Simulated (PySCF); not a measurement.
Isomers of C6H7N, one conformer each. Method: core-valence-separated Tamm–Dancoff BHandHLYP/aug-pcX-1 (pcseg-1 on H) in PySCF, non-relativistic, gas phase, PBE0-D3(BJ)/def2-SVP geometry. BHandHLYP without relativity tends to put these K edges a few eV too low, so spacings mean more than positions.

P. `Cc1ccccn1`
Q. `N#CC=C1CCC1`

Main lines, eV (oscillator strength):
1. C K: 282.8 (0.056), 283.0 (0.055), 283.1 (0.059), 283.3 (0.071), 283.5 (0.075); N K: 396.5 (0.059)
2. C K: 282.4 (0.067), 283.2 (0.040), 283.7 (0.046), 284.0 (0.065), 285.8 (0.011); N K: 396.9 (0.054), 397.2 (0.064)
Listed: the first five lines at most of each edge with a tenth or more of its strongest line's intensity; roots within 0.03 eV on the same or equivalent atoms are summed. Only the lowest roots were sought, and the top ones are left out.

**Question.** Which spectrum belongs to which isomer?

**Answer.** 1 = P, 2 = Q.
- P: first C line listed at 282.8 eV, hole on the aromatic CH carbon (1s→π*); first N line listed at 396.5 eV, hole on the pyridine-type nitrogen.
- Q: first C line listed at 282.4 eV, hole on the fully substituted alkene carbon (1s→π*); first N line listed at 396.9 eV, hole on the nitrile nitrogen (1s→π*).

**Question.** What are the ground-state energies of the isomers at BHandHLYP/aug-pcX-1 (pcseg-1 on H), relative to the lowest?

**Answer.** P 0.0, Q 168.8 kJ/mol (electronic energies on these geometries, no dispersion or zero-point terms).
